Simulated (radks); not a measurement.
The numbers below are computed, except where a source is named.
Species: neutral technetium. Configuration: [Kr] 4d7 (not the ground configuration). Level of theory: scalar-relativistic Kohn-Sham, PBE, spin-unpolarised, spherical densities, finite nucleus; Fermi nuclear charge, rms radius 4.4112 fm (a radial shooting solver on a logarithmic mesh with Libxc functionals).

Normalised radial functions P(r) = r R(r), r in bohr:

r,3p,3d,4p
0.001335,0.0023,0.0000,0.0009
0.00204,0.0049,0.0000,0.0019
0.003093,0.0103,0.0001,0.0040
0.004688,0.0218,0.0002,0.0084
0.007107,0.0455,0.0007,0.0176
0.01077,0.0933,0.0022,0.0360
0.01633,0.1847,0.0069,0.0712
0.02476,0.3447,0.0211,0.1326
0.03783,0.5900,0.0622,0.2263
0.05734,0.8525,0.1661,0.3243
0.08693,0.9257,0.3961,0.3431
0.1318,0.4723,0.8042,0.1493
0.1998,-0.5893,1.3112,-0.2688
0.3028,-1.5682,1.5996,-0.5496
0.459,-1.5230,1.3376,-0.1800
0.7014,-0.6863,0.6732,0.6709
1.063,-0.1304,0.1781,1.0405
1.612,-0.0077,0.0190,0.6572
2.443,-0.0001,0.0006,0.1986
3.704,0.0000,0.0000,0.0258
5.614,0.0000,0.0000,0.0010

3p: eigenvalue -410.12 eV, 1 radial node at r = 0.162 bohr, <r> = 0.416 bohr, 90 % of the charge inside 0.628 bohr. 3d: eigenvalue -243.99 eV, 0 radial nodes, <r> = 0.399 bohr, 90 % of the charge inside 0.636 bohr. 4p: eigenvalue -40.087 eV, 2 radial nodes at r = 0.155, 0.505 bohr, <r> = 1.19 bohr, 90 % of the charge inside 1.76 bohr.
